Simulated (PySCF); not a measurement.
Structure with atom numbers: `[PH2:1][SiH2:2][CH2:3]/[CH:4]=[CH:5]\[Cl:6]`; H(Xn) means a hydrogen on atom n.

[PySCF 2.14.0 with density-fitted response routines: GFN2-xTB structure; shieldings: GIAO PBE0/pcSseg-1; single conformer; isolated molecule; rapidly exchanging positions averaged; non-relativistic]

Question: Predict the 2D correlation tables (HSQC, COSY, HMBC).

Answer: 

HSQC (one-bond C–H):
```csv
δH,δC
6.27 (H(C4)),136.2 (C4)
6.23 (H(C5)),132.7 (C5)
1.94 (H(C3)),15.3 (C3)
```

COSY cross peaks (H two or three bonds apart, from the bond graph; peaks can be absent where the dihedral angle is near 90°):
```csv
δH,δH
6.27 (H(C4)),6.23 (H(C5))
6.27 (H(C4)),1.94 (H(C3))
4.55 (H(Si2)),1.94 (H(C3))
4.55 (H(Si2)),1.07 (H(P1))
```

HMBC (two and three bonds, from the bond graph):
```csv
δH,δC
6.27 (H(C4)),"132.7 (C5), 15.3 (C3)"
6.23 (H(C5)),"136.2 (C4), 15.3 (C3)"
4.55 (H(Si2)),"136.2 (C4), 15.3 (C3)"
1.94 (H(C3)),"136.2 (C4), 132.7 (C5)"
1.07 (H(P1)),15.3 (C3)
```

Chemical shifts δ = σref − σ; ¹H and ¹³C against TMS, all at this level.

Carbons that carry Cl, above all several Cl atoms, come out too deshielded, partly because spin–orbit coupling is missing. Shifts are as computed. Against solution values, carbons near 30 ppm lie about +3 ppm off and those near 130 ppm about +5 ppm; carbons on Cl a further +6 ppm. Of 1211 compounds with measured shifts, 218 miss one by over three times the rms of a fit or turn the order of signals round; such compounds aren't used in these exercises.
